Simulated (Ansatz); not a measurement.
# Two structures, one formula

The two ends of one reaction step of BHOF₂, closed shell (PBE0-D4/def2-TZVP).

A:

```csv
atom,x (Å),y (Å),z (Å)
B1,-0.1785,0.7792,1.0668
F2,0.3684,-1.4973,-1.9642
O3,-0.1474,0.2280,-0.0062
H4,0.1739,-0.8777,-1.2941
F5,-0.2163,1.3678,2.1977
```

B:

```tsv
atom	x (Å)	y (Å)	z (Å)
B1	0.1442	-0.0598	0.3506
F2	0.7762	-1.1860	0.0434
O3	-0.5730	0.6306	-0.5545
H4	-0.5771	0.2284	-1.4262
F5	0.2298	0.3867	1.5867
```

Ansatz 0.2.0; basis: def2-TZVPP; cores frozen in the correlated methods. B3LYP uses VWN-RPA correlation.

Problem. Which structure is lower at CCSD(T), and by how much? (Judge from chemistry; the value comes from the calculation.)

Solution. The calculation gives: B, by 2.316 eV (electronic energy, against the other). By their contacts, A is a complex of BOF + HF and B is BHOF₂ ([OH][B]([F])[F]).

All methods give the same order:

```tsv
method	E(B) − E(A) (eV)
SPW92	-2.493
PBE-D4	-2.197
BLYP-D4	-2.055
r2SCAN-D4	-2.411
B97M-V	-2.377
PBE0-D4	-2.389
B3LYP-D4	-2.240
r2SCAN0-D4	-2.522
BHLYP-D4	-2.460
CAM-B3LYP-D4	-2.363
wB97X-V	-2.396
wB97M-V	-2.356
B2PLYP	-2.235
PBE-QIDH	-2.437
RPA on PBE	-2.242
HF	-2.547
MP2	-2.236
CCSD	-2.368
CCSD(T)	-2.316
```

No T1 diagnostic of these runs exceeds 0.014.

Labels in which every atom is bracketed show which atoms are joined, not bond orders.

For scale, one of the runs: CCSD(T)/def2-TZVPP, 138 basis functions, launched by `ansatz run in.yaml --threads 2 --pin off --events-out ev --progress --plain --max-ram 4352MiB`. The run took 23 s on 2 CPU threads of an Intel Xeon Platinum 8259CL (shared host), with 0.87 GiB of host memory at its peak.
